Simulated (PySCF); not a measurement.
Spin-rotation constants: `[BH3-][N+](C)(C)CCN`, C4H15BN2

Cartesian coordinates in Å; atom numbers follow the order of the lines, from 1:
```xyz
22

B    -1.940   -1.010    0.517
N    -0.681   -0.070    0.009
C    -0.898    0.276   -1.392
C    -0.652    1.153    0.809
C     0.548   -0.852    0.187
C     1.846   -0.284   -0.399
N     2.276    0.931    0.279
H    -1.967   -1.959   -0.207
H    -2.920   -0.339    0.419
H    -1.706   -1.312    1.647
H    -0.187    1.032   -1.734
H    -1.908    0.664   -1.501
H    -0.812   -0.619   -2.005
H    -1.581    1.697    0.656
H    -0.587    0.888    1.861
H     0.199    1.778    0.534
H     0.678   -1.007    1.260
H     0.370   -1.829   -0.266
H     2.595   -1.092   -0.338
H     1.720   -0.044   -1.457
H     3.131    1.282   -0.138
H     2.466    0.738    1.257
```

Computed with GIAO HF/pcSseg-1 magnetisability, rotational g tensor and spin-rotation constants, non-relativistic, gas phase (PySCF 2.14.0). Geometry: GFN2-xTB.

(1) Give the nuclear spin-rotation constants along the inertial axes (H = +C I·J) beside the isotropic shieldings.

(2) How do the rotational constants and the g tensor change when H8, H9, H10, H11, H12, H13, H14, H15, H16, H17, H18, H19, H20, H21, H22 are replaced by deuterium?

Results:

(1) Rotational constants 4.0391, 1.7366, 1.6705 GHz. A star marks the isotopologue with that one atom substituted, in its own axes.
```csv
atom,isotope,Caa (kHz),Cbb (kHz),Ccc (kHz),mean (kHz),σ (ppm)
B1,11B,0.521,0.320,0.290,0.377,121.4
N2,14N,0.161,0.065,0.067,0.098,235.9
N7,14N,0.166,0.079,0.056,0.100,234.7
H8,1H,-0.362,0.051,-0.159,-0.157,30.5
H9,1H,-0.110,-0.092,-0.125,-0.109,30.5
H10,1H,-0.376,-0.159,0.052,-0.161,30.4
H11,1H,-0.107,-0.165,-0.113,-0.128,29.8
H12,1H,-0.025,-0.143,-0.152,-0.106,29.3
H13,1H,-0.458,0.056,-0.184,-0.196,29.9
H14,1H,-0.138,-0.120,-0.137,-0.132,29.8
H15,1H,-0.474,-0.171,0.050,-0.198,29.8
H16,1H,-0.015,-0.136,-0.107,-0.086,27.7
H17,1H,-0.472,-0.163,0.042,-0.198,29.6
H18,1H,-0.405,0.045,-0.180,-0.180,29.5
H19,1H,-0.258,-0.083,-0.111,-0.151,29.3
H20,1H,-0.416,-0.191,0.060,-0.182,29.2
H21,1H,-0.048,-0.214,-0.164,-0.142,31.2
H22,1H,-0.490,-0.197,-0.016,-0.235,31.8
C3,13C*,0.782,0.303,0.230,0.438,149.5
C5,13C*,0.742,0.330,0.321,0.464,136.9
C6,13C*,0.657,0.249,0.300,0.402,153.8
```
For the geometry as given, no vibrational averaging.

(2) Constants 2.9981, 1.3950, 1.3479 GHz; g -0.0038, -0.0056, -0.0096, against -0.0051, -0.0070, -0.0123 before.
